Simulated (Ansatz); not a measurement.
# Strength of the C–H bond: C2H7OSi → C2H6OSi + H

Gas-phase species: C2H7OSi `[CH2]C[SiH2]O`, doublet; C2H6OSi `C=C[SiH2]O`, singlet; H atom, doublet. The bond broken is the one whose loss leaves C2H6OSi `C=C[SiH2]O`, relaxed to its own shape; its unpaired electron may spread away from that site.

Shapes, held fixed at every level: PBE0-D4/def2-TZVP. Flexible molecules stand in one conformer, not always the lowest. Programs: Ansatz 0.2.0. The zero-point and thermal change to 298 K, harmonic and unscaled (PBE0-D4/def2-TZVP), is -17.9 kJ/mol.

Question: Estimate ΔH(298 K) of this reaction.

Answer: The highest level, CCSD(T)/CBS estimate, gives ΔH(298 K) = +153.4 kJ/mol; the levels span +132.9 to +176.1. A fragment pairs its electrons up again, so this isn't a typical strength of such a bond. The column of differences is taken from that level and isn't an error. No measured value is set beside it here. Open shells run unrestricted. The CBS estimate extrapolates MP2 from def2-TZVPP and def2-QZVPP and adds CCSD(T) − MP2 in the triple-zeta set, cores frozen.

```csv
level,kind,ΔH(298 K) (kJ/mol),less CCSD(T)/CBS estimate
MP2/def2-SVP,perturbation theory,+132.9,-20.5
MP2/def2-TZVPP,perturbation theory,+138.7,-14.7
HF/def2-TZVPP,Hartree–Fock,+142.1,-11.3
PBE-D4/def2-TZVPP,GGA,+157.4,+4.0
r2SCAN-D4/def2-TZVPP,meta-GGA,+176.1,+22.7
wB97X-V/def2-TZVPP,range-separated hybrid,+162.2,+8.8
CCSD/def2-TZVPP,coupled cluster or CI,+158.7,+5.3
CCSD(T)/CBS estimate,coupled cluster or CI,+153.4,0.0
```
